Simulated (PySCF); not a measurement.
Harmonic spectrum computed at PBE0 in the def2-TZVP basis family (core potentials from Rb on, PySCF, no spin–orbit coupling):

```
symmetry  ω (cm⁻¹)  IR (km/mol)
      a'       413         26.0
      a'       671          123
      a'      1787          225
```

Q: Which molecule gave it? In each, all ligands are bound to the one heavy central atom.
A. ZrHF (triplet)
B. MoHF (quintet)
C. WHF (quintet)
D. TaHF (quartet)

A: D. It has Cs symmetry with Ta–F 1.861 Å, Ta–H 1.807 Å.
